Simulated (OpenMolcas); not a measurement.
Ag5+ among 2 point charges of -2 e arranged as a linear pair (D∞h).

```
Program             : OpenMolcas 26.06
Method              : CASSCF
Basis               : ANO-RCC-VTZP [7s6p4d2f1g]
Scalar Hamiltonian  : DKH2, point nucleus
Active space        : 6 electrons in 5 orbitals (4d)
State averaging     : 2S+1 = 5 even, 5 roots; 2S+1 = 3 even, 45 roots; 2S+1 = 1 even, 50 roots
Spin-orbit coupling : state interaction with AMFI integrals over the reference wave functions
```

All point charges move together. At R = 1.99 Å the first state of the same spin is 8780 cm-1, and at R = 2.19 Å it is 6743 cm-1.

Question: A third run gives 5739 cm-1. What distance was it run at?

Answer: With a power law R^-n the two known points give n = -ln(6743 / 8780) / ln(2.19 / 1.99) = 2.76. Then R = 1.99 × (8780 / 5739)^(1/2.76) = 2.321 Å. The run was at 2.32 Å, so the estimate is off by +0.001 Å.

Without dynamic correlation the repulsion within the d shell is too large (B by tens of per cent), so at a given field states of lower spin stand too high. Point charges give a weaker field than real ligands, and real ions of this kind are as a rule low spin; the high spin found here belongs to the model. This is an electrostatic model: the charges have no orbitals. No measured value stands beside these numbers.
